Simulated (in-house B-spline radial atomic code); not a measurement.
Values are calculated unless marked as measured or tabulated.
Building a PAW d channel for Ta, r_c = 1.83 bohr

Ta, [Xe] 4f14 5d3 6s2, non-relativistic PBE (a model for so heavy an element), spherical and spin-unpolarised, from an all-electron radial atomic-structure program (B-spline basis) (atomic units; all potentials screened as in the neutral atom).

Two all-electron partial waves φ1, φ2 are integrated outwards at E1 = ε(5d) = -0.175209 and E2 = E1 + 1 hartree; φ1 is the bound orbital and φ2 has unit norm inside r_c = 1.8276 bohr. Smooth partners are polynomials, r^3(a0 + a1 r² + a2 r⁴ + a3 r⁶), matched to φ and three derivatives at r_c, with no condition on the norm. The local potential is -11.1515 + (8.09247) r² + (-2.45228) r⁴ + (0.275186) r⁶ inside 1.4963 bohr and the all-electron one outside.

| wave | φ(r_c) | φ'(r_c) | a0 | a1 | a2 | a3 |
| --- | --- | --- | --- | --- | --- | --- |
| 1 | 0.7029779 | -0.1778075 | 0.7846775 | -0.4112755 | 0.08409678 | -0.006280294 |
| 2 | 0.4110287 | -1.938896 | 1.59616 | -0.9704804 | 0.2050623 | -0.01543256 |

Inside r_c the overlaps are <φi φj> = [[0.45155, 0.64496], [0.64496, 1.00000]] and, for the smooth waves, [[0.40136, 0.53627], [0.53627, 0.77141]]. With χj = (Ej − T − V_local) applied to smooth wave j, the program's quadrature gives the matrix B_ij = <smooth i, χj> as [[0.09302, 0.10204], [0.21073, 0.30097]].

(1) Check the match of the first wave, and find the augmentation charges q_ij.

(2) B isn't symmetric. Show that D_ij = B_ij + Ej q_ij is.

Solving (T + V_local + Σ p D p) ψ = E (1 + Σ p q p) ψ in a sphere of 9 bohr, whose wall lifts the free-atom level a little, gives these levels:

| all-electron | one projector | two projectors |
| --- | --- | --- |
| -0.175109 | -0.175109 | -0.175109 |
| 0.116185 | 0.115666 | 0.116185 |
| 0.419148 | 0.414889 | 0.419148 |
| 0.880979 | 0.859917 | 0.880979 |
| 1.485940 | 1.407020 | 1.485920 |

(3) What does the second projector gain?

## Answers

(1) At r_c the four terms are 4.78999, -8.38569, 5.72727, -1.42860, which sum to 0.7030, φ1(r_c) to rounding. q_ij is the all-electron overlap less the smooth one: [[0.05018, 0.10869], [0.10869, 0.22859]]. The smooth first wave has a norm of 0.4014 inside r_c against 0.4515, and q11 > 0 puts back the missing charge.

(2) Integrating by parts gives B12 − B21 = (E1 − E2) q12: 0.10204 − (0.21073) = -0.10869, and −1 × (0.10869) = -0.10869. So D12 = 0.10204 + (0.824791)(0.10869) = 0.19169 and D21 = 0.21073 + (-0.175209)(0.10869) = 0.19169; D11 = 0.08422, D22 = 0.48950. The projectors, p = (B⁻¹)ᵀ χ, are dual to the smooth waves; det B = 0.0065.

(3) With one projector the errors are 0.00, -0.52, -4.26, -21.06, -78.92 millihartree. With two the errors are 0.00, 0.00, 0.00, 0.00, -0.02 millihartree. The scattering is exact at E1 and at E2 = 0.825, and over all levels compared the largest error is 0.02 millihartree. The lowest eigenvalue of the overlap operator is 1 with one and 0.9363 with two projectors. The smooth orbital alone needs a cutoff of 13.1 hartree for 1 millihartree of kinetic energy, against 13.3 for a norm-conserving Troullier-Martins orbital of the same radius.
